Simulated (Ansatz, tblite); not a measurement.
Cost and result up the ladder for the cluster Li2Si2⁺ (the lowest doublet isomer of a short search) (4 atoms). Total charge 1; doublet. Geometry: PBE0-D4/def2-TZVP.

| atom | x (Å) | y (Å) | z (Å) |
| --- | --- | --- | --- |
| Li1 | 0.191 | -1.756 | 1.243 |
| Li2 | 0.771 | 0.905 | -1.803 |
| Si3 | 0.270 | 0.905 | 0.842 |
| Si4 | -1.232 | -0.054 | -0.282 |

Ansatz on 4 threads of Arm Neoverse V1 on a shared host; xTB runs through tblite on one thread. Times are rough, summed over both states, and most runs start from the orbitals of an earlier one. PBE-QIDH/def2-TZVP serves as the yardstick here, not as an exact answer. The other state is a quartet at its own geometry.

The xTB rows come from tblite. Correlated methods freeze 10 core orbitals; core or outer-core shells of Li are correlated, in sets that lack core-valence functions. In CCSD on the charge 1 doublet the largest single amplitude is 0.15, so its Hartree–Fock determinant may place the open shell otherwise than the density functionals do. The structure comes from a short search, and lower isomers may exist.

Run but left out: HF/STO-3G (doublet: a determinant that CCSD turns far, T1 0.068); HF/def2-TZVP, HF/def2-TZVPP, MP2/def2-TZVP, MP2/def2-TZVPP (doublet: ⟨S²⟩ 1.15, where a pure state has 0.75).

Correlated methods converge slowly with the basis.

xTB has no spin-polarisation term.

```json
{"level": "GFN1-xTB", "functions": "26", "wall time": "0.004 s"}
{"level": "GFN2-xTB", "functions": "26", "wall time": "0.006 s"}
{"level": "LDA (SPW92)/def2-TZVP", "functions": "102", "wall time": "1.1 s"}
{"level": "PBE-D4/def2-TZVP", "functions": "102", "wall time": "2.4 s"}
{"level": "RPA@PBE/def2-TZVP", "functions": "102", "wall time": "3.3 s"}
{"level": "PBE-QIDH/def2-TZVP", "functions": "102", "wall time": "5.6 s"}
{"level": "PBE0-D4/def2-TZVP (with forces)", "functions": "102", "wall time": "7 s"}
{"level": "r2SCAN-D4/def2-TZVP", "functions": "102", "wall time": "9.9 s"}
{"level": "r2SCANh-D4/def2-TZVP", "functions": "102", "wall time": "11 s"}
{"level": "r2SCAN0-D4/def2-TZVP", "functions": "102", "wall time": "12 s"}
{"level": "CCSD(T)/def2-TZVPP", "functions": "122", "wall time": "17 s"}
{"level": "ωB97M-V/def2-TZVP", "functions": "102", "wall time": "27 s"}
```

Question: Estimate what each level gives for the quartet − doublet (eV).

Answer: 
| level | quartet − doublet (eV) | difference from PBE-QIDH/def2-TZVP (eV) | remarks |
| --- | --- | --- | --- |
| GFN1-xTB | 1.09 | -0.23 | – |
| GFN2-xTB | 1.02 | -0.30 | – |
| LDA (SPW92)/def2-TZVP | 1.45 | 0.12 | – |
| PBE-D4/def2-TZVP | 1.30 | -0.02 | – |
| RPA@PBE/def2-TZVP | 1.35 | 0.03 | – |
| PBE-QIDH/def2-TZVP | 1.32 | 0.00 | – |
| PBE0-D4/def2-TZVP (with forces) | 1.23 | -0.09 | – |
| r2SCAN-D4/def2-TZVP | 1.32 | -0.01 | – |
| r2SCANh-D4/def2-TZVP | 1.29 | -0.04 | – |
| r2SCAN0-D4/def2-TZVP | 1.24 | -0.08 | – |
| CCSD(T)/def2-TZVPP | 1.35 | 0.03 | large T1 (0.068) (doublet), spin-contaminated (⟨S²⟩ 1.15) (doublet) |
| ωB97M-V/def2-TZVP | 1.35 | 0.02 | – |
